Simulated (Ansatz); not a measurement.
Species: SbH, charge 0, triplet. SbH (SMILES [SbH], triplet).
B3LYP-D3(BJ)/def2-TZVP minimum from Ansatz (a first-principles code):
```xyz
2

Sb     0.0000     0.0000    -0.0331
H      0.0000     0.0000     1.6894
```
Charge 0, spin multiplicity 3.

Total energies in hartree (Ansatz). Radicals and triplets start from unrestricted determinants; spin-orbit coupling is neglected. Cores are frozen in correlated methods (noble-gas shells, and filled d and f shells in the p block). Past Kr the def2 sets carry scalar-relativistic core potentials. Where a partner has so few electrons that a lower coupled-cluster level is exact, that level stands in. Spin-orbit terms, left out, reach several kcal/mol for Br and I, and more for heavier atoms.

```csv
species,HF/def2-TZVPP,CCSD(T)/def2-TZVPP,HF/def2-QZVPP,CCSD(T)/def2-QZVPP,CCSDT(Q)/def2-QZVPP
"1: SbH (SMILES [SbH], triplet)",-239.83685,-239.94379,-239.83817,-239.95179,-239.95259
2: Sb (quartet),-239.27727,-239.35269,-239.27798,-239.35812,-239.35874
3: H (doublet),-0.49981,-0.49981,-0.49998,-0.49998,-0.49998
```

### Question
Work out the atomisation energy (electronic, to ground-state atoms) in kJ/mol: take Hartree-Fock from def2-QZVPP, extrapolate the CCSD(T) correlation energy as X^-3 (X = 3, 4), and add CCSDT(Q) - CCSD(T) in def2-QZVPP. 1 hartree = 2625.5 kJ/mol.

### Answer

Species 1: correlation (64·(-0.11362) - 27·(-0.10694))/37 = -0.11849; step -0.00080; E1 = -239.83817 + (-0.11849) + (-0.00080) = -239.95746
Species 2: correlation (64·(-0.08014) - 27·(-0.07542))/37 = -0.08358; step -0.00062; E2 = -239.27798 + (-0.08358) + (-0.00062) = -239.36218
Species 3: correlation (64·(0.00000) - 27·(0.00000))/37 = 0.00000; step +0.00000; E3 = -0.49998 + (0.00000) + (+0.00000) = -0.49998
-1·E1 +1·E2 +1·E3 = 0.09530 hartree = 250.2 kJ/mol.
